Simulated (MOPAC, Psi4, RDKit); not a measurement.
Internal rotation in SMILES C=Cc1ccccc1S, singlet. Scanned: dihedral C1–C2–C3–C4; all other coordinates were relaxed at GFN2-xTB. Points at φ and −φ are mirror images. Heavy atoms are numbered in the order of the SMILES C=Cc1ccccc1S, hydrogens after them in the order of the atoms that carry them; the mirror image has the same energies with the sign of each dihedral reversed.

Levels of theory: PM3, restricted, heats of formation // GFN2-xTB (MOPAC); UFF // GFN2-xTB (RDKit); PBE-D3(BJ)/def2-SVP // GFN2-xTB (Psi4).

Energies relative to the lowest point of each profile, in kJ/mol:

```csv
φ / °,PM3,UFF
-150,9.1,15.9
-120,8.3,5.8
-90,5.8,13.6
-60,2.1,4.2
-30,0.0,0.0
0,1.5,9.1
30,0.0,0.0
60,2.1,4.2
90,5.8,13.6
120,8.3,5.8
150,9.1,15.9
180,12.0,45.9
```

Task: Predict the corresponding PBE-D3(BJ)/def2-SVP column.

Result: -150: 5.3; -120: 12.3; -90: 15.6; -60: 7.1; -30: 0.0; 0: 0.1; 30: 0.0; 60: 7.1; 90: 15.6; 120: 12.3; 150: 5.3; 180: 4.0 (kJ/mol).
